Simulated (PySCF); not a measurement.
C3H3F3, SMILES FC1(C[C@@H]1F)F. Atoms are numbered in the order given.

```xyz
9

F      1.6980    -0.0817    -0.8734
C      0.9545     0.2128     0.2102
C     -0.0893     1.3089     0.0814
C     -0.4886    -0.1159     0.1867
F     -0.9958    -0.7266    -0.8823
F     -1.0710    -0.5558     1.3062
H      1.4976     0.1133     1.1566
H     -0.2523     1.9750     0.9321
H     -0.1859     1.7533    -0.9131
```
Charge 0, spin multiplicity 1.

Coordinates come from a PBE0-D3(BJ)/def2-SVP optimisation. The structure was generated by enumeration; whether it is a known compound was not checked.

Method: r2SCAN/def2-TZVP (PySCF).

Atomic charges (e):

```
atom  Löwdin  meta-Löwdin
----  ------  -----------
F1       ___        -0.28
C2     -0.30         0.15
C3     -0.18        -0.31
C4     -0.54         0.54
F5       ___        -0.26
F6       ___        -0.27
H7       ___         0.13
H8      0.15         0.15
H9      0.15         0.15
```

Problem. Some entries are withheld; supply them. (An estimate is asked for; the answer gives what the named calculation found.)

Solution. 
- F1, Löwdin: 0.16
- F5, Löwdin: 0.21
- F6, Löwdin: 0.20
- H7, Löwdin: 0.14

Problem. Give the Mayer and Wiberg (Löwdin basis) orders of the bonds. (Estimate from the structure and the level; the computed values follow.)

Solution. 
```
bond   Mayer  Wiberg
-----  -----  ------
F1–C2   1.03    1.73
C2–C3   0.91    1.22
C2–C4   0.96    1.20
C3–C4   0.97    1.25
C4–F5   1.10    1.76
C4–F6   1.07    1.75
C2–H7   0.96    0.85
C3–H8   0.93    0.86
C3–H9   0.94    0.85
```
